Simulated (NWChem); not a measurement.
Molecule: C₄H₄ClF; SMILES C(F)(=C)C(=C)Cl

```xyz
10

C     -1.6736     1.0259     0.0000
C     -0.3419     0.9621     0.0000
F      0.3821     2.0859     0.0000
C      0.5021    -0.2395     0.0000
C      1.8387    -0.1960     0.0000
Cl    -0.3372    -1.7564     0.0000
H     -2.1701     1.9970     0.0000
H     -2.2662     0.1134     0.0000
H      2.3450     0.7698     0.0000
H      2.4332    -1.1100     0.0000
```
Atoms are numbered in this order, from 1.

Computed with NWChem. Medium grid unless said otherwise, to which SCAN and Minnesota functionals are sensitive. All runs use the structure optimised with PBE0/def2-SVP. Hybrids' shares of exact exchange are those that their runs print; pure functionals count as 0. The functionals differ in more than this share.

```csv
row,share of exact exchange,highest occupied level (eV)
PBE/def2-SVP,0.00,-6.02
M06-L/def2-SVP,0.00,-6.29
B3LYP/def2-SVP,0.20,withheld
PW6B95/def2-SVP,0.28,-7.22
MPW1K/def2-SVP,0.43,-7.98
M06-2X/def2-SVP,0.54,-8.29
Hartree-Fock/def2-SVP,1.00,-9.44
```

### Question
Fit a straight line of the last column on the one before it, predict the withheld value, and compare with the run.

### Answer

1. Means of the 6 shown rows: x = 0.375, y = -7.540. Slope Σ(x − x̄)(y − ȳ)/Σ(x − x̄)² = -2.405/0.7111 = -3.381; intercept -6.272.
2. The shown rows scatter about the line by 0.187 (root mean square); the largest residual is -0.25, at MPW1K/def2-SVP.
3. At x = 0.20 (B3LYP/def2-SVP; inside the shown range) the line gives -6.95.
4. The run gives -6.88, +0.07 from the line, 0.4 times the scatter.
